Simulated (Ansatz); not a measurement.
Reaction (cleavage of the Ga–B bond): `[F][GaH][B](S)Cl` + HBr → `[F][GaH][Br]` + `SBCl`

Calculated with Ansatz (gas phase, PBE0-D4/def2-TZVP geometries, no zero-point term in ΔE). CCSD(T)/CBS is the MP2 limit (def2-TZVPP, def2-QZVPP) plus CCSD(T) − MP2 in def2-TZVPP, frozen cores. This one scheme is used for every species. Functionals use def2-TZVPP. HSE06 is defined as in plane-wave codes. For Br, Ga outer-core shells are correlated without core-valence functions, which leaves a few kJ/mol of doubt a bond. Scalar relativity is left out up to krypton. One conformer a species, not always the lowest.

| level | ΔE (kcal/mol) | difference from CCSD(T)/CBS |
| --- | --- | --- |
| LDA (SPW92) | -26.5 | 4.1 |
| PBE-D4 | -27.8 | 2.8 |
| PBE0-D4 | -30.3 | 0.3 |
| r2SCAN0-D4 | -32.7 | -2.1 |
| BHLYP-D4 | -33.4 | -2.8 |
| ωB97M-V | -31.4 | -0.8 |
| PBE-QIDH | -32.8 | -2.2 |
| BLYP | -30.7 | -0.1 |
| r2SCAN0 | -33.1 | -2.5 |
| HSE06 | -31.3 | -0.7 |
| RPA@PBE/def2-TZVPP | -29.5 | 1.1 |
| MP2/def2-SVP | -33.7 | -3.1 |
| HF/def2-TZVPP | -40.3 | -9.7 |
| SCS-MP2/def2-TZVPP | -33.0 | -2.4 |
| CCSD(T)/def2-TZVPP | -31.2 | -0.6 |
| HF/def2-QZVPP | -40.5 | -9.9 |
| CCSD(T)/CBS | -30.6 | 0 |

(1) What do rigid-rotor, harmonic-oscillator terms from PBE0-D4/def2-TZVP frequencies (298.15 K, 1 bar) make of the CCSD(T)/CBS value? (An estimate is asked.)

Largest T1 diagnostic among the species: 0.015.

## Answers

(1) Ansatz gave: ΔZPE = +1.7 kcal/mol, ΔH = -29.7 kcal/mol, ΔS = 17 J/(mol·K), ΔG = -30.9 kcal/mol.

In def2-TZVPP, CCSD(T) changes the Hartree–Fock value by +9.1 kcal/mol (the triples alone add +1.1 kcal/mol) and MP2 by +7.9 kcal/mol. Leaving LDA and LC-ωPBE aside and taking each functional with its dispersion term where it has one, the values, not all of them listed here, spread over 5.8 kcal/mol, from BHLYP-D4 to revPBE-D4. LDA lies +2.5 kcal/mol from PBE without D4.

CCSD(T)/CBS has its own doubt, a few kJ/mol and more with outer-core shells, so smaller differences from it don't rank the levels.
